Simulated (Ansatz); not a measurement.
Reaction (ligand exchange at the Al–C bond): `[CH3][AlH][CH2][SiH2]F` + `N=C=O` → `[CH3][AlH][N]=C=O` + `C[SiH2]F`

Program: Ansatz. Geometries: PBE0-D4/def2-TZVP. ΔE: electronic, gas phase. CBS: MP2 limit from def2 TZ/QZ plus the TZ coupled-cluster correction, frozen cores. This one scheme is used for every species. Functionals use def2-TZVPP. B3LYP here is the variant with VWN-RPA as its local correlation; programs differ in this. One conformer a species, not always the lowest.

(1) Is it downhill or uphill in electronic energy at CCSD(T)/CBS, and by how much? (An estimate is asked.)

(2) What do these levels give: PBE-D4, PBE0-D4, ωB97X-V, ωB97M-V, B2PLYP, r2SCAN, B3LYP, HF/def2-TZVPP, MP2/def2-TZVPP, SCS-MP2/def2-TZVPP, CCSD(T)/def2-TZVPP, MP2/CBS(def2)? (An estimate is asked.)

Largest T1 diagnostic among the species: 0.018.

Answers

(1) Ansatz gave: Downhill: ΔE = -1.44 eV.

(2) Computed: PBE-D4 -1.31, PBE0-D4 -1.38, ωB97X-V -1.45, ωB97M-V -1.42, B2PLYP -1.51, r2SCAN -1.44, B3LYP -1.52, HF/def2-TZVPP -1.72, MP2/def2-TZVPP -1.48, SCS-MP2/def2-TZVPP -1.51, CCSD(T)/def2-TZVPP -1.45, MP2/CBS(def2) -1.47 eV.

In def2-TZVPP, CCSD(T) changes the Hartree–Fock value by +0.27 eV (the triples alone add +0.04 eV) and MP2 by +0.24 eV. The D4 term adds +0.05 eV with B3LYP and +0.03 eV with PBE0; it sums over pairs of atoms, weighted by their polarisabilities, and B3LYP, whose exchange is more repulsive, gets the larger term.
